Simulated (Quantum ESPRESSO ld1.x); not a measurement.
Task: All-electron atom: Bi61+ in [Ar] 3d4. Calculated with ld1.x of Quantum ESPRESSO 7.5: scalar-relativistic Kohn-Sham, LDA (Slater exchange, VWN5 correlation), spin-polarised, spherical densities, point nucleus; open shells are filled with parallel spins first. Some entries of the table are withheld. Estimate them.

orbital,occ.,eigenvalue (hartree),r(max) (bohr)
1s up,1,-3491.35,0.0096
1s down,1,-3491.32,0.0096
2s up,1,-756.156,0.056
2s down,1,-755.289,0.056
2p up,3,-670.251,0.047
2p down,3,-669.526,0.047
3s up,1,-285.922,0.155
3s down,1,-284.929,0.155
3p up,3,-261.021,(1)
3p down,3,-260.036,(2)
3d up,4,-239.505,0.123
3d down,0,-238.285,0.123

Result: 
(1) 3p up r(max) (bohr): 0.153
(2) 3p down r(max) (bohr): 0.153
